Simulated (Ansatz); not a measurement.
Species: H3O3Si, SMILES `O[Si](O)O` (charge 0, multiplicity 2).

Q: Give a relaxed geometry from PBE0-D3(BJ)/def2-TZVP (Ansatz, an electronic-structure program).

A: Several could match; the one computed here: the end point of this relaxation, one of several conformers (outside a Z-matrix the atoms follow the SMILES, hydrogens last).
Bond lengths (Å): O1–Si2 1.648, O1–H5 0.959, Si2–O3 1.642, Si2–O4 1.638, O3–H6 0.959, O4–H7 0.961. Bond angles (°): Si2–O1–H5 117.0, O1–Si2–O3 106.1, O1–Si2–O4 114.2, O3–Si2–O4 106.3, Si2–O3–H6 116.5, Si2–O4–H7 116.1.
